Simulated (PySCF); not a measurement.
## Sn²⁺ (tin, charge +2): UHF calculation

Configuration: [Kr] 4d10 5s2, closed-shell 1S. Computed with PySCF 2.14 in aug-cc-pVDZ-PP with ECP28MDF (5s4p3d, 32 functions), with a scalar-relativistic core potential.

| Item | Value |
| --- | --- |
| Total energy | -212.579230 hartree |
| One-electron energy | -362.4585 hartree |
| Hartree (Coulomb) energy | 166.5649 hartree |
| Exchange energy | -16.6856 hartree |
| ⟨S²⟩ | 0.0000 |
| ⟨L²⟩ | 0.000 |
| Sum of ⟨r⟩ | 22.51 bohr |
| Sum of ⟨r²⟩ | 32.37 bohr² |
| Time after the integrals | 0.05 s of wall time on 1 thread of Neoverse-V2 (shared host) |

| shell | electrons | mean orbital energy (hartree) | rms radius, mean of both spins (bohr) |
| --- | --- | --- | --- |
| 4s | 2 | -6.50051 | 0.878 |
| 4p | 6 | -4.68467 | 0.953 |
| 4d | 10 | -1.94750 | 1.17 |
| 5s | 2 | -1.05796 | 2.42 |

Energies and moments cover only the electrons outside the core potential.
